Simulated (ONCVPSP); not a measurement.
# silver (Ag): one change to an ONCV potential, before and after

```json
{
  "Element": "silver",
  "Generator": "ONCVPSP 4.0.1",
  "Type": "optimised norm-conserving Vanderbilt (ONCV)",
  "Functional": "PBE",
  "Relativity": "scalar-relativistic",
  "Frozen core": "[Ar] 3d10",
  "Valence charge": "19",
  "Reference configuration": "4s2 4p6 4d10 5s1",
  "Partial waves": "4s+5s: rc 1.55 bohr, ncon 4, nbas 7, qcut 6.4 1/bohr, 3 projectors, debl 1.1 Ha; 4p: rc 1.00 bohr, ncon 4, nbas 8, qcut 7 1/bohr, 2 projectors, debl 3.9 Ha; 4d: rc 1.30 bohr, ncon 5, nbas 9, qcut 6.9 1/bohr, 2 projectors, debl 2.8 Ha",
  "Local potential": "polynomial inside 0.80 bohr (lpopt 5, dvloc0 0 Ha)",
  "Core correction": "Teter function, fcfact 2.5, rcfact 1.75"
}
```

Change: s: qcut 4.9.

Cutoffs: the cutoffs (Ha) at which the residual kinetic energy of the hardest occupied pseudo-wave falls to 1 and 0.1 mHa per electron; they do not see the model core or the augmentation charge, which bear on the density cutoff. Errors are all-electron minus pseudo energies relative to the spin-unpolarised reference configuration.

**Question.** How do hardness, ghosts and transferability respond?

**Answer.** The potential gets neither clearly harder nor softer (177 Ha and 210 Ha → 177 Ha and 210 Ha); a bound ghost appears in s, which as a rule spoils a file; of the 4 tests that both files solve, the error grows in 1 and shrinks in 0 by more than 15 % and 0.3 meV (median size 3.3 → 3.6 meV).

| quantity | base | changed |
| --- | --- | --- |
| cutoff, loose | 177 Ha | 177 Ha |
| cutoff, tight | 210 Ha | 210 Ha |
| loose cutoff by channel | s 17 Ha, p 177 Ha, d 85 Ha | s 23 Ha, p 177 Ha, d 85 Ha |
| bound ghosts | none | s |
| GHOST(+) flags under 300 eV | s at 262.0 eV | s at 275.9 eV |
| error for 4s2 4p6 4d10 5s0, meV [ΔE 7.76 eV] | -2.6 | -2.9 |
| error for 4s2 4p6 4d9 5s0, meV [ΔE 29.87 eV] | -4.1 | -4.2 |
| error for 4s2 4p6 4d8 5s0, meV [ΔE 66.06 eV] | -8.2 | -8.2 |
| error for 4s2 4p6 4d10 5s0 5p1, meV [ΔE 3.87 eV] | -1.5 | -1.8 |
| s: phases at 1.57 bohr within 0.05 rad from the reference energy up to (Ha; the scan ends near 5) | to the end of the scan | to the end of the scan |
| p: phases at 1.02 bohr within 0.05 rad from the reference energy up to (Ha; the scan ends near 5) | to the end of the scan | to the end of the scan |
| d: phases at 1.32 bohr within 0.05 rad from the reference energy up to (Ha; the scan ends near 5) | to the end of the scan | to the end of the scan |
| rms error of d²Exc/dni dnj with the model core, mHa | 2.64 | 2.70 |

 A true bound ghost makes a file unfit for plane-wave use even where its test errors are small: the radial tests pick states by their node count and pass the ghost by.
